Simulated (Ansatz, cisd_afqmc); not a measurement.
System: AlH₂I, charge 0, singlet. AlH2I (SMILES [I][AlH2]).
B3LYP-D3(BJ)/def2-TZVP minimum from Ansatz (a program for electronic structure):
```xyz
4

Al    -1.0179    -1.5971     0.2867
H     -0.4992    -2.6121     1.3671
H     -2.3151    -1.8034    -0.5744
I      0.3028     0.4750    -0.0853
```
Charge 0, spin multiplicity 1.

Atomisation energy term by term, kcal/mol (programs: Ansatz, cisd_afqmc). UHF or UKS for unpaired electrons; spin-orbit terms are left out. Cores are frozen in correlated methods (noble-gas shells, and filled d and f shells in the p block). Past Kr the def2 sets carry scalar-relativistic core potentials. AFQMC is phaseless with a CISD trial state; ± is one standard error, without the phaseless bias. Outlying blocks are dropped, and bars are widened where a walk drifts. Over all cases where full CI ran beside it in this data, AFQMC minus full CI had a median of +0.1 mEh and passed +0.4 mEh in a tenth of the cases. CBS(X,Y): correlation extrapolated as X^-3, Hartree-Fock from the larger set. A bracket is a step between two methods taken in the basis named. Where a partner has so few electrons that a lower coupled-cluster level is exact, that level stands in. Spin-orbit terms, left out, reach several kcal/mol for Br and I, and more for heavier atoms.

```csv
term,basis,kcal/mol
Hartree-Fock,def2-QZVPP,168.98
CCSD correlation,"CBS(def2-TZVPP,def2-QZVPP)",47.34
(T),"CBS(def2-TZVPP,def2-QZVPP)",2.61
CCSDT(Q) - CCSD(T),def2-TZVPP,0.04
CCSDTQ - CCSDT(Q),def2-SVP,-0.01
sum: De,,219.0
```

The step beyond CCSD(T) by other levels: CCSDTQ in def2-SVP 0.19; AFQMC/CISD in def2-SVP 0.34 ± 0.11; CCSDT(Q) in def2-SVP 0.20 kcal/mol.
